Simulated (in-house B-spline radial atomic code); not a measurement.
The numbers below are computed, except where a source is named.
C6 from the polarisability at imaginary frequency: Si⁴⁺

TDHF linear response of the closed shell [He] 2s2 2p6, from an all-electron radial atomic-structure program (B-spline basis); non-relativistic, point nucleus, no spin-orbit coupling.

The dispersion coefficient of two like species is C6 = (3/π) ∫ α(iu)² du from 0 to ∞.

| u (hartree) | α(iu) (bohr³) |
| --- | --- |
| 0 | 0.1627 |
| 0.335 | 0.1621 |
| 0.783 | 0.1595 |
| 1.34 | 0.1538 |
| 2.24 | 0.1405 |
| 3.35 | 0.1213 |
| 5.03 | 0.09409 |
| 7.83 | 0.06175 |
| 11.2 | 0.03951 |
| 16.8 | 0.02171 |
| 28 | 0.009245 |
| 55.9 | 0.002648 |

Task: Fit one oscillator, α(iu) = α(0)/(1 + u²/ω²), through u = 2.24 and estimate C6.

Result: From α(0)/α(iu) − 1 = 0.1627/0.1405 − 1 = 0.1580, ω = u/√0.1580 = 5.6352 hartree (153.3 eV). London's formula gives C6 = (3/4) α(0)² ω = 0.75 × 0.1627² × 5.6352 = 0.1119 hartree·bohr⁶, and the oscillator holds f = α(0) ω² = 5.17 electrons, of a sum of oscillator strengths of 10.0.

Task: How does that compare with the full integral?

Result: The program's quadrature over all excitations gives C6 = 0.12, so the single oscillator is off by -6.7 %. At the last point the fit gives α = 0.00164 against 0.00265: higher excitations, and deeper shells where there are any, keep the true curve higher at large u.
